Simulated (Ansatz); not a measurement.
## Ansatz (development build ahead of 0.2.0) run

```yaml
crystal:
  periodic: [false, false, false]
  atoms:
    - { symbol: H, position_ang: [2.31847, 0.05554, 0.30828] }
    - { symbol: H, position_ang: [2.2459, 0.00092, -0.27143] }
    - { symbol: H, position_ang: [0.0983, 2.24996, 0.35686] }
    - { symbol: H, position_ang: [-0.03799, 2.34867, -0.40424] }
    - { symbol: H, position_ang: [-2.2703, 0.07543, 0.43522] }
    - { symbol: H, position_ang: [-2.30963, 0.08731, -0.35665] }
    - { symbol: H, position_ang: [0.0478, -2.2461, 0.45625] }
    - { symbol: H, position_ang: [-0.04219, -2.33827, -0.31984] }
basis:
  gaussian: { orbitals: def2-SVP }
hamiltonian:
  xc: hf
output:
  forces: true
```

The input is written out in the form of the current development build from the run's settings.

Output:

| Quantity | Value |
| --- | --- |
| Converged | yes |
| Total energy | -4.48513 hartree |

Forces (eV/Å):
| atom | Fx | Fy | Fz |
| --- | --- | --- | --- |
| H1 | 1.350 | 1.002 | 10.650 |
| H2 | -1.324 | -1.004 | -10.648 |
| H3 | -0.202 | 0.164 | -1.148 |
| H4 | 0.207 | -0.131 | 1.146 |
| H5 | -0.095 | 0.022 | -1.583 |
| H6 | 0.062 | -0.026 | 1.583 |
| H7 | -0.157 | -0.176 | -1.377 |
| H8 | 0.159 | 0.149 | 1.377 |

Caution: no unrestricted run beside it, a lower state can exist.
